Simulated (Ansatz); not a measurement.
```yaml
crystal:
  periodic: [false, false, false]
  atoms:
    - {symbol: Cu, position_ang: [0.913910, -1.104479, -0.133108]}
    - {symbol: Cu, position_ang: [-1.422286, 0.158901, 0.157141]}
    - {symbol: Br, position_ang: [-2.107534, 2.333411, 0.300290]}
    - {symbol: Br, position_ang: [3.101970, -0.483826, -0.346972]}
    - {symbol: Br, position_ang: [0.695863, 1.294255, -0.032604]}
    - {symbol: Br, position_ang: [-1.181923, -2.198263, 0.055253]}
basis:
  gaussian: {orbitals: def2-TZVP, initial_orbitals: start.molden}
correlation: {method: mp2, frozen_orbitals: {Br: 9, Cu: 9}}
scf: {omitted_lower_state_checks: [starts]}
output: {orbitals: {seedname: orbitals}}
```

The file start.molden holds the orbitals of an earlier run on this structure, at another level or in another basis.

```sh
$ ansatz run in.yaml --threads 4 --pin off --events-out ev --progress --plain --max-ram 4787MiB
```

(1) Does this run fit into the memory that it is given?

## Answers

(1) No. It has 282 basis functions, and Ansatz plans for 4.76 GiB where 4.67 GiB are given.
